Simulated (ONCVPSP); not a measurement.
An all-electron radial function and its pseudo partner (sulfur)

Columns: radius, all-electron u(r) and pseudo u(r) of the 2s shell (level -211.71 eV) of sulfur in the configuration [He] 2s2 2p6 3s2 3p4; PBE, scalar-relativistic, ONCV scheme, ONCVPSP 4.0.1.

```json
{"r (bohr)": "0.047", "all-electron": "-0.7004", "pseudo": "0.2698"}
{"r (bohr)": "0.095", "all-electron": "-0.4211", "pseudo": "0.5346"}
{"r (bohr)": "0.142", "all-electron": "0.1177", "pseudo": "0.7737"}
{"r (bohr)": "0.190", "all-electron": "0.6450", "pseudo": "0.9877"}
{"r (bohr)": "0.237", "all-electron": "1.0427", "pseudo": "1.1600"}
{"r (bohr)": "0.285", "all-electron": "1.3119", "pseudo": "1.2926"}
{"r (bohr)": "0.332", "all-electron": "1.4550", "pseudo": "1.3764"}
{"r (bohr)": "0.380", "all-electron": "1.5061", "pseudo": "1.4157"}
{"r (bohr)": "0.427", "all-electron": "1.4880", "pseudo": "1.4111"}
{"r (bohr)": "0.475", "all-electron": "1.4222", "pseudo": "1.3681"}
{"r (bohr)": "0.522", "all-electron": "1.3288", "pseudo": "1.2962"}
{"r (bohr)": "0.570", "all-electron": "1.2171", "pseudo": "1.2013"}
{"r (bohr)": "0.617", "all-electron": "1.1011", "pseudo": "1.0952"}
{"r (bohr)": "0.665", "all-electron": "0.9826", "pseudo": "0.9812"}
{"r (bohr)": "0.712", "all-electron": "0.8709", "pseudo": "0.8707"}
{"r (bohr)": "0.760", "all-electron": "0.7639", "pseudo": "0.7637"}
{"r (bohr)": "0.807", "all-electron": "0.6677", "pseudo": "0.6675"}
{"r (bohr)": "0.855", "all-electron": "0.5786", "pseudo": "0.5784"}
{"r (bohr)": "0.902", "all-electron": "0.5007", "pseudo": "0.5005"}
{"r (bohr)": "0.950", "all-electron": "0.4302", "pseudo": "0.4301"}
{"r (bohr)": "0.997", "all-electron": "0.3697", "pseudo": "0.3696"}
{"r (bohr)": "1.045", "all-electron": "0.3158", "pseudo": "0.3157"}
{"r (bohr)": "1.092", "all-electron": "0.2700", "pseudo": "0.2699"}
{"r (bohr)": "1.140", "all-electron": "0.2295", "pseudo": "0.2295"}
{"r (bohr)": "1.187", "all-electron": "0.1955", "pseudo": "0.1954"}
{"r (bohr)": "1.235", "all-electron": "0.1655", "pseudo": "0.1655"}
```

Task: How many radial nodes do the two functions have?

Result: The all-electron 2s function has n − l − 1 = 1; the pseudo-wave has 0, since the states of the same l below it are removed with the core.

Task: At about which radius was the pseudo-wave matched?

Result: 0.75 bohr, where the columns begin to agree (steps of 0.05 bohr).

Task: Where does each function peak?

Result: Outermost all-electron maximum near 0.38 bohr, pseudo maximum near 0.38 bohr (to the table’s step).

Task: Is the pseudo-wave norm-conserving?

Result: Yes: the ONCV scheme keeps the norm inside the radius equal to the all-electron one, which fixes the energy derivative of the logarithmic derivative at the level.
